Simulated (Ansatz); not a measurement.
Ansatz (an electronic-structure program) input file for C4H12NSi, SMILES [SiH2]N(CC)CC, multiplicity 2, PBE0-D3(BJ)/def2-SVP. 

Ansatz 0.2 input:
```yaml
crystal:
  periodic: [false, false, false]
  atoms:
    - {symbol: C, position_ang: [-1.92209326, -1.48647400, 0.26462322]}
    - {symbol: C, position_ang: [-1.32820116, -0.46743495, -0.70979260]}
    - {symbol: N, position_ang: [-0.07130069, 0.09215576, -0.28317316]}
    - {symbol: Si, position_ang: [-0.04728656, 1.48096987, 0.74457319]}
    - {symbol: C, position_ang: [1.04417802, -0.81955198, -0.37195575]}
    - {symbol: C, position_ang: [2.38589112, -0.10826859, -0.30704171]}
    - {symbol: H, position_ang: [-2.04241171, -1.03087636, 1.24502493]}
    - {symbol: H, position_ang: [-1.27336498, -2.35373528, 0.36060774]}
    - {symbol: H, position_ang: [-2.89347455, -1.82008122, -0.09178735]}
    - {symbol: H, position_ang: [-2.03734024, 0.35268006, -0.84136822]}
    - {symbol: H, position_ang: [-1.18530637, -0.94523276, -1.68832977]}
    - {symbol: H, position_ang: [-1.42115161, 1.93332324, 0.93534407]}
    - {symbol: H, position_ang: [0.80949075, 2.50997501, 0.15947275]}
    - {symbol: H, position_ang: [1.00425246, -1.57540682, 0.42852502]}
    - {symbol: H, position_ang: [0.96884299, -1.35447545, -1.32842767]}
    - {symbol: H, position_ang: [3.18943715, -0.82572201, -0.45761532]}
    - {symbol: H, position_ang: [2.44570666, 0.65319096, -1.08002346]}
    - {symbol: H, position_ang: [2.51778791, 0.36806940, 0.66176595]}
basis:
  gaussian:
    orbitals: def2-SVP
hamiltonian:
  xc: pbe0
  dispersion: d3bj
magnetization: {spin_polarized: true, initial_magnetization: 1}
relax: {f_tol: 0.002, max_steps: 200}
```

Output:

```
WARN ansatz: RAYON_NUM_THREADS=2 ignored (pool sized by the plan → 2); use --threads N
Functional definition: PBE0
integrals: 0.15 GiB planned
1662 factors; integrals over basis functions are off by at most 4.1e-4 eV
mean field: 1.47 GiB planned
mean field evaluation 1: about -13684.1062 eV, gradient 4.3e1 eV
mean field evaluation 2: about -13673.1939 eV, gradient 6.2e1 eV
mean field evaluation 4: about -13693.2120 eV, gradient 2.6e0 eV
mean field evaluation 8: about -13693.2818 eV, gradient 2.5e-1 eV
mean field evaluation 16: about -13693.2822 eV, gradient 6.7e-4 eV
mean field -13693.28219179 eV, -503.2188389083 hartree, gradient 7.9e-5 eV, S^2 0.752398; 0 other end points of the search recorded, 0 dependent functions left out
the calculation of the forces begins
reference -13693.28222303 eV, -503.2188400562 hartree; 29, 28 occupied and 119, 120 virtual orbitals, 1662 factors
relax step   1: F+E_penalty+E_count = -13693.67735210 eV  Δ(F+E_penalty+E_count) = +0.000e0 eV  max|allowed force component| = 7.061e-1 eV/Å  Δτ_max = 0.0000 Å  (31 SCF iters, accepted)
these checks for a lower state are left out or cut short: starts, cluster_reference, orbital_swaps, neighbouring_geometries, increment
integrals: 0.15 GiB planned
1662 factors; integrals over basis functions are off by at most 4.6e-4 eV
mean field: 1.47 GiB planned
mean field -13693.38419464 eV, -503.2225874440 hartree, gradient 1.4e-5 eV, S^2 0.752477; 0 other end points of the search recorded, 0 dependent functions left out
the calculation of the forces begins
reference -13693.38422624 eV, -503.2225886052 hartree; 29, 28 occupied and 119, 120 virtual orbitals, 1662 factors
relax step   2: F+E_penalty+E_count = -13693.77565088 eV  Δ(F+E_penalty+E_count) = -9.830e-2 eV  max|allowed force component| = 2.976e-1 eV/Å  Δτ_max = 0.1117 Å  (33 SCF iters, accepted)
these checks for a lower state are left out or cut short: starts, cluster_reference, orbital_swaps, neighbouring_geometries, increment
integrals: 0.15 GiB planned
1662 factors; integrals over basis functions are off by at most 4.7e-4 eV
mean field: 1.47 GiB planned
mean field evaluation 32: about -13693.4085 eV, gradient 2.9e-4 eV
mean field -13693.40853705 eV, -503.2234820108 hartree, gradient 8.5e-6 eV, S^2 0.752680; 0 other end points of the search recorded, 0 dependent functions left out
the calculation of the forces begins
reference -13693.40856869 eV, -503.2234831736 hartree; 29, 28 occupied and 119, 120 virtual orbitals, 1662 factors
relax step   3: F+E_penalty+E_count = -13693.79952337 eV  Δ(F+E_penalty+E_count) = -2.387e-2 eV  max|allowed force component| = 2.751e-1 eV/Å  Δτ_max = 0.1724 Å  (34 SCF iters, accepted)
these checks for a lower state are left out or cut short: starts, cluster_reference, orbital_swaps, neighbouring_geometries, increment
integrals: 0.15 GiB planned
1662 factors; integrals over basis functions are off by at most 3.6e-4 eV
mean field: 1.46 GiB planned
mean field -13693.42168571 eV, -503.2239652151 hartree, gradient 1.2e-5 eV, S^2 0.752866; 0 other end points of the search recorded, 0 dependent functions left out
the calculation of the forces begins
reference -13693.42171752 eV, -503.2239663844 hartree; 29, 28 occupied and 119, 120 virtual orbitals, 1662 factors
relax step   4: F+E_penalty+E_count = -13693.81228439 eV  Δ(F+E_penalty+E_count) = -1.276e-2 eV  max|allowed force component| = 1.208e-1 eV/Å  Δτ_max = 0.2000 Å  (34 SCF iters, accepted)
these checks for a lower state are left out or cut short: starts, cluster_reference, orbital_swaps, neighbouring_geometries, increment
integrals: 0.15 GiB planned
1662 factors; integrals over basis functions are off by at most 3.7e-4 eV
mean field: 1.47 GiB planned
mean field -13693.35504423 eV, -503.2215161861 hartree, gradient 2.5e-5 eV, S^2 0.752730; 0 other end points of the search recorded, 0 dependent functions left out
the calculation of the forces begins
reference -13693.35507612 eV, -503.2215173580 hartree; 29, 28 occupied and 119, 120 virtual orbitals, 1662 factors
relax step   5: F+E_penalty+E_count = -13693.74834402 eV  Δ(F+E_penalty+E_count) = +6.394e-2 eV  max|allowed force component| = 8.408e-1 eV/Å  Δτ_max = 0.2000 Å  (31 SCF iters, rejected (line search))
these checks for a lower state are left out or cut short: starts, cluster_reference, orbital_swaps, neighbouring_geometries, increment
integrals: 0.15 GiB planned
1662 factors; integrals over basis functions are off by at most 3.6e-4 eV
mean field: 1.47 GiB planned
[...]
these checks for a lower state are left out or cut short: starts, cluster_reference, orbital_swaps, neighbouring_geometries, increment
integrals: 0.15 GiB planned
1662 factors; integrals over basis functions are off by at most 3.6e-4 eV
mean field: 1.47 GiB planned
mean field -13693.42980073 eV, -503.2242634367 hartree, gradient 2.4e-5 eV, S^2 0.752892; 0 other end points of the search recorded, 0 dependent functions left out
the calculation of the forces begins
reference -13693.42983271 eV, -503.2242646120 hartree; 29, 28 occupied and 119, 120 virtual orbitals, 1662 factors
relax step  12: F+E_penalty+E_count = -13693.82104082 eV  Δ(F+E_penalty+E_count) = -5.578e-5 eV  max|allowed force component| = 4.866e-3 eV/Å  Δτ_max = 0.0063 Å  (25 SCF iters, accepted)
these checks for a lower state are left out or cut short: starts, cluster_reference, orbital_swaps, neighbouring_geometries, increment
integrals: 0.15 GiB planned
1662 factors; integrals over basis functions are off by at most 3.6e-4 eV
mean field: 1.47 GiB planned
mean field -13693.42983162 eV, -503.2242645719 hartree, gradient 1.4e-5 eV, S^2 0.752901; 0 other end points of the search recorded, 0 dependent functions left out
the calculation of the forces begins
reference -13693.42986358 eV, -503.2242657464 hartree; 29, 28 occupied and 119, 120 virtual orbitals, 1662 factors
relax step  13: F+E_penalty+E_count = -13693.82115723 eV  Δ(F+E_penalty+E_count) = -1.164e-4 eV  max|allowed force component| = 1.337e-2 eV/Å  Δτ_max = 0.0256 Å  (28 SCF iters, accepted)
these checks for a lower state are left out or cut short: starts, cluster_reference, orbital_swaps, neighbouring_geometries, increment
integrals: 0.15 GiB planned
1662 factors; integrals over basis functions are off by at most 3.6e-4 eV
mean field: 1.47 GiB planned
mean field evaluation 96: about -13693.3988 eV, gradient 4.5e-1 eV
mean field -13693.42985579 eV, -503.2242654602 hartree, gradient 1.2e-5 eV, S^2 0.752901; 0 other end points of the search recorded, 0 dependent functions left out
the calculation of the forces begins
reference -13693.42988774 eV, -503.2242666344 hartree; 29, 28 occupied and 119, 120 virtual orbitals, 1662 factors
relax step  14: F+E_penalty+E_count = -13693.82121043 eV  Δ(F+E_penalty+E_count) = -5.320e-5 eV  max|allowed force component| = 1.136e-2 eV/Å  Δτ_max = 0.0175 Å  (26 SCF iters, accepted)
these checks for a lower state are left out or cut short: starts, cluster_reference, orbital_swaps, neighbouring_geometries, increment
integrals: 0.15 GiB planned
1662 factors; integrals over basis functions are off by at most 3.6e-4 eV
mean field: 1.47 GiB planned
mean field -13693.42986144 eV, -503.2242656679 hartree, gradient 7.4e-6 eV, S^2 0.752896; 0 other end points of the search recorded, 0 dependent functions left out
the calculation of the forces begins
reference -13693.42989339 eV, -503.2242668419 hartree; 29, 28 occupied and 119, 120 virtual orbitals, 1662 factors
relax step  15: F+E_penalty+E_count = -13693.82124903 eV  Δ(F+E_penalty+E_count) = -3.860e-5 eV  max|allowed force component| = 5.778e-3 eV/Å  Δτ_max = 0.0161 Å  (28 SCF iters, accepted)
these checks for a lower state are left out or cut short: starts, cluster_reference, orbital_swaps, neighbouring_geometries, increment
integrals: 0.15 GiB planned
1662 factors; integrals over basis functions are off by at most 3.6e-4 eV
mean field: 1.47 GiB planned
mean field -13693.42986071 eV, -503.2242656408 hartree, gradient 2.0e-5 eV, S^2 0.752893; 0 other end points of the search recorded, 0 dependent functions left out
the calculation of the forces begins
reference -13693.42989265 eV, -503.2242668148 hartree; 29, 28 occupied and 119, 120 virtual orbitals, 1662 factors
relax step  16: F+E_penalty+E_count = -13693.82126035 eV  Δ(F+E_penalty+E_count) = -1.132e-5 eV  max|allowed force component| = 2.967e-3 eV/Å  Δτ_max = 0.0062 Å  (26 SCF iters, accepted)
these checks for a lower state are left out or cut short: starts, cluster_reference, orbital_swaps, neighbouring_geometries, increment
integrals: 0.15 GiB planned
1662 factors; integrals over basis functions are off by at most 3.6e-4 eV
mean field: 1.47 GiB planned
mean field -13693.42983732 eV, -503.2242647813 hartree, gradient 1.6e-5 eV, S^2 0.752891; 0 other end points of the search recorded, 0 dependent functions left out
the calculation of the forces begins
reference -13693.42986926 eV, -503.2242659551 hartree; 29, 28 occupied and 119, 120 virtual orbitals, 1662 factors
relax step  17: F+E_penalty+E_count = -13693.82126539 eV  Δ(F+E_penalty+E_count) = -5.038e-6 eV  max|allowed force component| = 3.017e-3 eV/Å  Δτ_max = 0.0054 Å  (26 SCF iters, accepted)
these checks for a lower state are left out or cut short: starts, cluster_reference, orbital_swaps, neighbouring_geometries, increment
integrals: 0.15 GiB planned
1662 factors; integrals over basis functions are off by at most 3.6e-4 eV
mean field: 1.47 GiB planned
mean field -13693.42983809 eV, -503.2242648098 hartree, gradient 3.4e-5 eV, S^2 0.752892; 0 other end points of the search recorded, 0 dependent functions left out
the calculation of the forces begins
reference -13693.42987003 eV, -503.2242659836 hartree; 29, 28 occupied and 119, 120 virtual orbitals, 1662 factors
relax step  18: F+E_penalty+E_count = -13693.82126637 eV  Δ(F+E_penalty+E_count) = -9.733e-7 eV  max|allowed force component| = 1.804e-3 eV/Å  Δτ_max = 0.0029 Å  (24 SCF iters, accepted)
integrals: 0.15 GiB planned
1662 factors; integrals over basis functions are off by at most 3.6e-4 eV
mean field: 1.47 GiB planned
mean field evaluation 128: about -13692.5170 eV, gradient 1.4e1 eV
mean field -13693.42983809 eV, -503.2242648098 hartree, gradient 3.4e-5 eV, S^2 0.752892; 1 other end points of the search recorded, 0 dependent functions left out
the calculation of the forces begins
reference -13693.42987003 eV, -503.2242659836 hartree; 29, 28 occupied and 119, 120 virtual orbitals, 1662 factors
Total energy: -13693.82129831 eV, -503.2386507073 hartree
Atom 0 at    -1.900427    -1.555264     0.316689 Å, force    -0.000212    -0.000523     0.000002 eV/Å
Atom 1 at    -1.383410    -0.493841    -0.646593 Å, force     0.000668     0.000420     0.000290 eV/Å
Atom 2 at    -0.112648     0.107059    -0.279904 Å, force    -0.001194    -0.000707    -0.000613 eV/Å
Atom 3 at    -0.119582     1.523653     0.749818 Å, force     0.000370     0.001804    -0.001405 eV/Å
Atom 4 at     1.026858    -0.776366    -0.440589 Å, force    -0.000350     0.000406     0.000308 eV/Å
Atom 5 at     2.373148    -0.099408    -0.280541 Å, force     0.000345     0.000062    -0.000029 eV/Å
Atom 6 at    -2.045608    -1.129357     1.321945 Å, force     0.000082     0.000041    -0.000094 eV/Å
Atom 7 at    -1.204753    -2.403235     0.407194 Å, force    -0.000215     0.000156    -0.000093 eV/Å
Atom 8 at    -2.866342    -1.954730    -0.028659 Å, force     0.000028     0.000008     0.000083 eV/Å
Atom 9 at    -2.132124     0.309038    -0.740713 Å, force     0.000018    -0.000247     0.000050 eV/Å
Atom 10 at    -1.276220    -0.931728    -1.657510 Å, force    -0.000004    -0.000096    -0.000070 eV/Å
Atom 11 at    -1.386443     2.247355     0.394118 Å, force    -0.000430    -0.000704     0.000685 eV/Å
Atom 12 at     1.052800     2.404948     0.429560 Å, force     0.000983    -0.000645     0.000726 eV/Å
Atom 13 at     0.971397    -1.630804     0.263908 Å, force    -0.000057    -0.000531     0.000400 eV/Å
Atom 14 at     0.964377    -1.221243    -1.452303 Å, force    -0.000153    -0.000336    -0.000662 eV/Å
Atom 15 at     3.179354    -0.823246    -0.469598 Å, force    -0.000081    -0.000018    -0.000012 eV/Å
Atom 16 at     2.487468     0.737395    -0.985507 Å, force     0.000047     0.000453    -0.000386 eV/Å
Atom 17 at     2.515809     0.292880     0.739106 Å, force     0.000154     0.000456     0.000819 eV/Å
Dipole moment:     0.028564    -0.315196    -0.146242 e Å
```

The run converged.
